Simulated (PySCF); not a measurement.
Simulation results for CH9BSi2, B2ClH3N, CH4FSi, AlFH2NSi

Calculation on a computer-drawn molecule: the log of a Hartree-Fock and frozen-core CCSD(T) single point meant for a local Hartree-Fock minimum, with one planted fault or none, to be diagnosed. Offsets are logged minus clean, where the clean run is the same molecule without the fault. The reference is restricted for singlets and unrestricted otherwise, and also for a bond in bohr or an excited solution. Adding or removing an electron swaps singlet and doublet. The excited solution moves the top pair (singlet) or top alpha electron (doublet) to the lowest empty orbital. Highest occupied and lowest empty are orbital energies over both spins, largest force is the largest gradient component, triples share is (T) over the correlation energy, the T1 limit is 0.02 restricted and 0.045 unrestricted, electrons count all cores, a negative frequency is imaginary (commonest isotopes), and the dipole is about the centre of nuclear charge. Program: PySCF 2.14.0.

Common to all runs: logged SCF converged yes; logged CC converged yes; logged SCF stable within its kind yes; possible faults no fault, one electron removed, one electron added, multiplicity raised by two, geometry at a saddle point, SCF held on an excited solution, minimal basis STO-3G, one bond length entered in bohr, all coordinates scaled.

(1) CH9BSi2

Logged structure:
```xyz
13
CH9BSi2
B     -2.0100     0.0674     1.6791
C     -0.5599    -0.2010     1.1693
Si     0.3033     1.4477     0.7513
Si     2.5044     1.0631    -0.0266
H     -2.2255     0.2588     2.8461
H     -2.9290     0.1393     0.9075
H     -0.5374    -0.7901     0.2468
H      0.0714    -0.6845     1.9219
H      0.3561     2.3158     1.9552
H     -0.4631     2.1748    -0.2925
H      3.2983     0.3593     1.0111
H      3.1756     2.3455    -0.3504
H      2.4758     0.2196    -1.2474
```

| Quantity | Value |
| --- | --- |
| meant charge | 0 |
| meant multiplicity | 1 |
| meant basis | cc-pV(D+d)Z |
| logged electrons | 48 |
| logged basis functions | 119 |
| logged spin squared | 0 |
| logged highest occupied | -10.656 eV |
| logged lowest empty | 2.2362 eV |
| logged largest force | 2.694e-05 hartree/bohr |
| logged lowest frequency | 56.406 cm⁻¹ |
| logged T1 diagnostic | 0.011844 |
| logged D1 diagnostic | 0.034183 |
| logged triples share | 0.026851 |
| logged dipole magnitude | 0.64891 debye |
| logged energy HF | -645.65235 hartree |
| logged energy CCSD(T) | -646.17667 hartree |
| planted fault | no fault |
| HF energy offset from clean run | 0 kcal/mol |
| CCSD(T) energy offset from clean run | 0 kcal/mol |

Drawn bonds:
```tsv
atom	other atom	order
1	2	1
2	3	1
3	4	1
1	5	1
1	6	1
2	7	1
2	8	1
3	9	1
3	10	1
4	11	1
4	12	1
4	13	1
```

(2) B2ClH3N

Logged structure:
```xyz
7
B2ClH3N
B      0.4891     2.0599     0.9464
N     -0.5512     1.6887     0.2291
B     -3.0621     2.9810     0.3976
Cl    -4.3365     2.4015    -0.5898
H      1.3982     2.4098     1.5952
H     -0.4677     0.9101    -0.4152
H     -3.1572     3.8900     1.1510
```

| Item | Value |
| --- | --- |
| meant charge | 1 |
| meant multiplicity | 1 |
| meant basis | cc-pV(D+d)Z |
| logged electrons | 36 |
| logged basis functions | 80 |
| logged spin squared | 0 |
| logged highest occupied | -16.036 eV |
| logged lowest empty | -5.4358 eV |
| logged largest force | 0.054917 hartree/bohr |
| logged T1 diagnostic | 0.022764 |
| logged D1 diagnostic | 0.066315 |
| logged triples share | 0.036878 |
| logged dipole magnitude | 3.3108 debye |
| logged energy HF | -564.75967 hartree |
| logged energy CCSD(T) | -565.27016 hartree |
| planted fault | one bond length entered in bohr, row 2 of the drawn bonds |
| HF energy offset from clean run | 80.71 kcal/mol |
| CCSD(T) energy offset from clean run | 68.93 kcal/mol |

Drawn bonds:
```tsv
atom	other atom	order
1	2	1
2	3	1
3	4	1
1	5	1
2	6	1
3	7	1
```

(3) CH4FSi

Logged structure:
```xyz
7
CH4FSi
C     -0.5919     0.5387    -1.0239
Si     0.3944     1.6354    -2.3055
F      1.7636     0.6317    -2.4692
H     -0.6000    -0.5246    -1.2945
H     -1.6337     0.8829    -0.9695
H     -0.1687     0.6288    -0.0171
H     -0.3632     1.1471    -3.5638
```

| Property | Result |
| --- | --- |
| meant charge | -1 |
| meant multiplicity | 1 |
| meant basis | aug-cc-pV(D+d)Z |
| logged electrons | 34 |
| logged basis functions | 114 |
| logged spin squared | 2.0048 |
| logged highest occupied | 0.86539 eV |
| logged lowest empty | 3.2438 eV |
| logged largest force | 0.085563 hartree/bohr |
| logged T1 diagnostic | 0.034096 |
| logged D1 diagnostic | 0.19166 |
| logged triples share | 0.029226 |
| logged dipole magnitude | 8.8323 debye |
| logged energy HF | -428.5612 hartree |
| logged energy CCSD(T) | -429.06483 hartree |
| planted fault | multiplicity raised by two |
| HF energy offset from clean run | 38.32 kcal/mol |
| CCSD(T) energy offset from clean run | 54.09 kcal/mol |

Drawn bonds:
```tsv
atom	other atom	order
1	2	1
2	3	1
1	4	1
1	5	1
1	6	1
2	7	1
```

Notes: highest electron not bound in this basis.

(4) AlFH2NSi

Logged structure:
```xyz
6
AlFH2NSi
F     -1.2436     1.8150    -1.3549
Si    -0.1257     1.0724    -0.4915
N      0.0969    -0.4533    -0.3983
Al     0.2764    -2.2033    -0.4793
H      0.6093     2.1479     0.1640
H     -0.4758    -3.1052     0.6038
```

| Item | Value |
| --- | --- |
| meant charge | 0 |
| meant multiplicity | 2 |
| meant basis | cc-pV(D+d)Z |
| logged electrons | 46 |
| logged basis functions | 84 |
| logged spin squared | 0 |
| logged highest occupied | 0.078513 eV |
| logged lowest empty | 6.5388 eV |
| logged largest force | 0.038658 hartree/bohr |
| logged T1 diagnostic | 0.022881 |
| logged D1 diagnostic | 0.083778 |
| logged triples share | 0.03149 |
| logged dipole magnitude | 11.105 debye |
| logged energy HF | -685.91637 hartree |
| logged energy CCSD(T) | -686.47992 hartree |
| planted fault | one electron added |
| HF energy offset from clean run | 20.6 kcal/mol |
| CCSD(T) energy offset from clean run | -4.547 kcal/mol |

Drawn bonds:
```tsv
atom	other atom	order
1	2	1
2	3	2
3	4	1
2	5	1
4	6	1
```

Notes: T1 above single-reference limit; highest electron not bound in this basis.
